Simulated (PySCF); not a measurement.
Si(OAc)H3, C₂H₆O₂Si.
Bonds: Si1–O2, O2–C3, C3–C4, C3–O5. Hydrogens: H9, H10, H11 on Si1; H6, H7, H8 on C4.

Theory: PySCF 2.14.0, PBE0-D3(BJ)/def2-SVP geometry optimisation, gas phase.

Q: List the bond lengths, angles and torsions at this level.

A: 
```
                    bond  length (pm)
                  Si1–O2        171.8
Si1–H9, Si1–H10, Si1–H11        148.7
                   O2–C3        134.0
                   C3–C4        149.7
                   C3–O5        120.6
     C4–H6, C4–H7, C4–H8        109.8
```

Bonds in one row agree within 1 pm and their mean is given. A selection of angles:
```
     angle  degrees
 O2–Si1–H9    110.5
O2–Si1–H11    102.7
H9–Si1–H10    112.0
H9–Si1–H11    110.4
 Si1–O2–C3    116.4
  O2–C3–C4    112.9
  O2–C3–O5    121.5
  C4–C3–O5    125.6
  C3–C4–H6    110.0
  H6–C4–H7    110.2
  H7–C4–H8    107.0
```

Torsions: Si1–O2–C3–C4 180° (antiperiplanar).

Si1 (silicon bonded to O and 3 H) is distorted tetrahedral (angles from 102.7° to 112.0°). O2 (oxygen bonded to C and Si) is bent (angle 116.4°). The 5 heavy atoms lie in one plane (0.001 Å rms). The 2 C–O bonds span 1.206 Å (C3–O5) to 1.340 Å (O2–C3), a spread of 0.134 Å.

Point group: Cs (tolerance 0.08 Å). Not checked by PBE0-D3(BJ)/def2-SVP frequencies. The numbers are those of one conformer.
